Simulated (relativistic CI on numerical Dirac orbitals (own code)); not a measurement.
## What each ingredient does to the levels of Bi IX

Base calculation: Dirac-Coulomb-Breit CI, separate exchange-only KLI orbitals for each configuration, model QED (radiative potential, 1s self-energy scaled to tabulated hydrogen-like ionisation energies), unscaled Slater integrals.

Configuration list (outside the closed core [Kr] 4d10 4f14): 5s2 5p6 5d7, 5s2 5p6 5d6 6s, 5s2 5p6 5d6 5f, 5s2 5p5 5d8, 5s2 5p6 5d6 6p, 5s2 5p6 5d6 5g, 5s2 5p6 5d5 6s 6p, 5s2 5p6 5d5 5f 6s, 5s2 5p6 5d6 6d, 5s2 5p6 5d6 7s, 5s 5p6 5d8, 5s2 5p5 5d7 5f, 5s2 5p6 5d6 7p, 5s2 5p6 5d6 6f, 5s2 5p6 5d6 8s, 5s2 5p5 5d7 5g, 5s2 5p5 5d7 6s, 5s2 5p6 5d6 8p, 5s2 5p6 5d6 7f, 5s 5p6 5d7 5f, 5s2 5p6 5d5 6s2, 5s2 5p6 5d4 5f 6s2, 5s2 5p6 5d4 6s2 6p, 5s2 5p6 5d4 5g 6s2, 5s2 5p6 5d4 6s2 6d, 5p6 5d9, 5p5 5d10. Double excitations out of closed p, d and f shells are left out; levels of such configurations are missing from the list, as are those of other unlisted configurations, and high levels can miss mixing partners. These lack a partner that the ground configuration has and come out too high: 5s2 5p5 5d7 5f, 5s2 5p5 5d7 5g, 5s2 5p5 5d7 6s.

The lowest level and the first level of each name with at least 55 % of one term (blank where a level has no safe partner in the second run):

| Level | Base (cm⁻¹) | Shift (cm⁻¹) |
| --- | --- | --- |
| 5s2 5p6 5d7 4F_9/2 | 0 | 0 |
| 5s2 5p6 5d7 4F_7/2 | 23469 | +229 |
| 5s2 5p6 5d7 4P_5/2 | 37038 | -989 |
| 5s2 5p6 5d7 4P_1/2 | 42193 | -1668 |
| 5s2 5p6 5d7 2H_11/2 | 45919 | -2079 |
| 5s2 5p6 5d7 2G_7/2 | 50200 | -2047 |
| 5s2 5p6 5d7 2P_1/2 | 70864 | -1878 |
| 5s2 5p6 5d7 2H_9/2 | 70992 | -1945 |
| 5s2 5p6 5d7 2F_7/2 | 79485 | -3262 |
| 5s2 5p6 5d7 2D_3/2 | 80763 | -4367 |
| 5s2 5p6 5d6 6s 6D_9/2 | 253785 | -444 |
| 5s2 5p6 5d6 6s 6D_7/2 | 266120 | -1135 |
| 5s2 5p6 5d6 6s 6D_1/2 | 276840 | -977 |
| 5s2 5p6 5d6 6s 4H_13/2 | 295809 | -2715 |
| 5s2 5p6 5d6 6s 4D_1/2 | 296317 | -3310 |
| 5s2 5p6 5d6 6s 4F_3/2 | 305927 | -3496 |
| 5s2 5p6 5d6 6s 4P_1/2 | 325888 |  |
| 5s2 5p6 5d6 6s 2F_7/2 | 331742 |  |
| 5s2 5p6 5d6 6s 2I_13/2 | 332296 | -3823 |
| 5s2 5p6 5d6 6s 2D_5/2 | 335464 | -4746 |
| 5s2 5p6 5d6 6s 2I_11/2 | 336249 | -4078 |
| 5s2 5p6 5d6 6s 2G_7/2 | 337440 | -4443 |

At this charge configurations can still be misplaced by up to about 7 % of their energy. Terms inside the open d or f shell come out 10 to 20 % too wide with unscaled integrals. Levels and lines within the n = 5 or 6 shells can be off by up to 10 % or somewhat more, and those that change n by about 2 %, since core polarisation is missing.

(1) One thing was changed in a second run, which moved the levels as shown. Which?
A. QED terms removed
B. Breit term removed
C. configuration mixing switched off
D. valence Slater integrals scaled by 0.9
E. only the first 3 configurations

Results:

(1) D. Valence Slater integrals scaled by 0.9. Scaling acts on the splittings between terms and on the mixing, and leaves the fine structure of pure LS terms nearly alone; in jj coupling it moves the levels of one term differently.

LS names give the leading component of a level, which can be under half, so a name can repeat, a term be missing and a line seem to break the LS rules.
